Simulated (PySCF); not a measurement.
Molfile (atoms numbered from 1):
```
C6H9O
     RDKit          3D

 16 16  0  0  0  0  0  0  0  0999 V2000
    2.0135   -0.8754   -0.1971 C   0  0  0  0  0  0  0  0  0  0  0  0
    1.0797   -0.5220    0.7209 C   0  0  0  0  0  0  0  0  0  0  0  0
    1.1478   -0.6004    1.9832 O   0  0  0  0  0  0  0  0  0  0  0  0
   -0.2359    0.0347    0.1165 C   0  0  0  0  0  0  0  0  0  0  0  0
   -1.1136   -1.0151   -0.5275 C   0  0  0  0  0  0  0  0  0  0  0  0
   -0.9091    1.1629    0.8334 C   0  0  0  0  0  0  0  0  0  0  0  0
   -0.2310    1.4106   -0.4839 C   0  0  0  0  0  0  0  0  0  0  0  0
    2.9686   -1.2853    0.0964 H   0  0  0  0  0  0  0  0  0  0  0  0
    1.8469   -0.7446   -1.2581 H   0  0  0  0  0  0  0  0  0  0  0  0
   -2.0318   -0.5793   -0.9332 H   0  0  0  0  0  0  0  0  0  0  0  0
   -0.5752   -1.5103   -1.3357 H   0  0  0  0  0  0  0  0  0  0  0  0
   -1.3835   -1.7712    0.2101 H   0  0  0  0  0  0  0  0  0  0  0  0
   -0.4301    1.5253    1.7310 H   0  0  0  0  0  0  0  0  0  0  0  0
   -1.9928    1.2025    0.8663 H   0  0  0  0  0  0  0  0  0  0  0  0
    0.6969    1.9653   -0.4858 H   0  0  0  0  0  0  0  0  0  0  0  0
   -0.8580    1.6113   -1.3479 H   0  0  0  0  0  0  0  0  0  0  0  0
  1  2  2  0
  2  3  1  0
  2  4  1  0
  4  5  1  0
  4  6  1  0
  6  7  1  0
  7  4  1  0
  1  8  1  0
  1  9  1  0
  5 10  1  0
  5 11  1  0
  5 12  1  0
  6 13  1  0
  6 14  1  0
  7 15  1  0
  7 16  1  0
M  CHG  1   3  -1
M  END
```

Geometry: GFN2-xTB; GIAO shifts from PySCF 2.14.0 with density-fitted response routines, gas phase, non-relativistic, averaged over equivalent atoms.

At revPBE/ANO-RCC-VDZP (143 basis functions, 2.3 min wall time on 1 thread of an Arm Neoverse N1, shared host):
```json
{"atoms": "C2", "δ (ppm)": "167.8"}
{"atoms": "C1", "δ (ppm)": "39.4"}
{"atoms": "C5", "δ (ppm)": "31.9"}
{"atoms": "C4", "δ (ppm)": "24.3"}
{"atoms": "C6/C7", "δ (ppm)": "15.4"}
{"atoms": "O3", "δ (ppm)": "280.3"}
{"atoms": "H9", "δ (ppm)": "2.40"}
{"atoms": "H8", "δ (ppm)": "2.36"}
{"atoms": "H10/H11/H12", "δ (ppm)": "1.31"}
{"atoms": "H13/H15", "δ (ppm)": "0.64"}
{"atoms": "H14/H16", "δ (ppm)": "-0.19"}
```

Referencing at the same level of theory: ¹³C (σ = 186.29 ppm), ¹H (σ = 31.82 ppm) vs TMS; H2O for ¹⁷O (σ = 330.21 ppm).

Q: Estimate the result of repeating the calculation with PBE0/pcSseg-1.

A: 
```
      atoms  δ at PBE0/pcSseg-1  change
         C2               180.0   +12.2
         C1                51.9   +12.5
         C5                31.6    -0.3
         C4                27.3    +3.0
      C6/C7                15.3    -0.1
         O3               324.4   +44.1
         H9                2.35   -0.05
         H8                2.21   -0.15
H10/H11/H12                1.27   -0.04
    H13/H15                0.53   -0.11
    H14/H16               -0.44   -0.25
```

References, each an isolated molecule treated in the same way: ¹³C (186.93 ppm), ¹H (31.72 ppm) against TMS; ¹⁷O (336.08 ppm) against H2O.

The largest change is at O3 (oxygen bonded to C). Cost: 164 basis functions, 42 s wall time on 1 thread of an Arm Neoverse N1, shared host. The order of the carbon signals is the same at both levels.

Unscaled 17O shifts of doubly bonded oxygen tend to come out too high, by tens of ppm or more. Experimental scales use liquid or dissolved standards, which lie at an offset from isolated H2O (liquid H2O: subtract about 36 ppm).
